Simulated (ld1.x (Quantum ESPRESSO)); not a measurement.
An all-electron radial function and its pseudo partner (O (Z = 8))

Columns: radius, all-electron u(r) and pseudo u(r) of the 2p shell (level -9.00 eV) of oxygen in the configuration [He] 2s2 2p4; Wu–Cohen, scalar-relativistic, TM scheme, ld1.x (Quantum ESPRESSO) 7.5.

```
r (bohr)  all-electron  pseudo
   0.050        0.0313  0.0153
   0.100        0.1036  0.0599
   0.150        0.1948  0.1299
   0.200        0.2914  0.2192
   0.250        0.3857  0.3203
   0.300        0.4731  0.4249
   0.350        0.5513  0.5251
   0.400        0.6194  0.6147
   0.450        0.6774  0.6893
   0.500        0.7256  0.7474
   0.550        0.7645  0.7894
   0.600        0.7947  0.8175
   0.650        0.8172  0.8348
   0.700        0.8326  0.8442
   0.750        0.8418  0.8481
   0.800        0.8457  0.8484
   0.850        0.8450  0.8458
   0.900        0.8404  0.8406
   0.950        0.8326  0.8326
   1.000        0.8220  0.8220
   1.050        0.8092  0.8092
   1.100        0.7946  0.7946
   1.150        0.7785  0.7785
   1.200        0.7613  0.7613
   1.250        0.7432  0.7432
   1.300        0.7245  0.7245
```

(1) How many radial nodes do the two functions have?

(2) At about which radius was the pseudo-wave matched?

(3) Is the pseudo-wave norm-conserving?

Results:

(1) The all-electron 2p function has n − l − 1 = 0; the pseudo-wave has 0.

(2) 1.00 bohr. The columns agree to 0.0005 from 0.90 bohr on; several derivatives are matched, so the curves merge somewhat inside the radius.

(3) Yes: the TM scheme keeps the norm inside the radius equal to the all-electron one, which fixes the energy derivative of the logarithmic derivative at the level.
